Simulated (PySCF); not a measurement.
SMILES [O][Si](O)(O)O[Si](O)(O)O (H₅O₇Si₂), doublet, PBE0/def2-SVP optimised geometry.

```
14

O     -3.07     0.55     1.81
Si    -2.21    -0.81     2.34
O     -3.28    -2.05     2.42
O     -1.60    -0.34     3.79
O     -0.98    -1.16     1.33
Si    -0.34    -0.40     0.00
O     -0.85     1.17     0.00
O      1.31    -0.40     0.00
O     -0.85    -1.31    -1.27
H     -3.04    -2.83     1.91
H     -2.23    -0.24     4.51
H     -1.72     1.31     0.40
H      1.72     0.32     0.48
H     -0.39    -1.15    -2.10
```

Density from PySCF with unrestricted PBE0/def2-TZVP at that geometry.

Minimum of the electron density along straight lines between bonded atoms, close to the bond critical point (lines longer than 1.1 times the sum of covalent radii, or with two minima, are not listed):

```
bond    length / Å  ρ at the minimum / e bohr⁻³  ∇²ρ there / e bohr⁻⁵  position (fraction from the first atom)
------  ----------  ---------------------------  --------------------  ---------------------------------------
O1–Si2       1.691                        0.132                     …                                     0.59
Si2–O3       1.638                        0.144                  0.83                                     0.41
Si2–O4       1.639                        0.143                  0.83                                     0.41
Si2–O5       1.630                        0.143                  0.88                                     0.41
O5–Si6       1.662                        0.131                     …                                     0.59
Si6–O7       1.645                        0.143                  0.82                                     0.41
Si6–O8       1.641                        0.143                  0.82                                     0.41
Si6–O9       1.642                        0.143                  0.83                                     0.41
O3–H10       0.963                        0.352                 -2.43                                     0.81
O4–H11       0.962                        0.353                 -2.43                                     0.81
O7–H12       0.969                        0.345                 -2.37                                     0.81
O8–H13       0.962                        0.354                 -2.43                                     0.81
O9–H14       0.961                        0.355                 -2.42                                     0.81
```

**Question.** Fill in the missing entries.

**Answer.** 
- O1–Si2, ∇²ρ there / e bohr⁻⁵: 0.67
- O5–Si6, ∇²ρ there / e bohr⁻⁵: 0.76
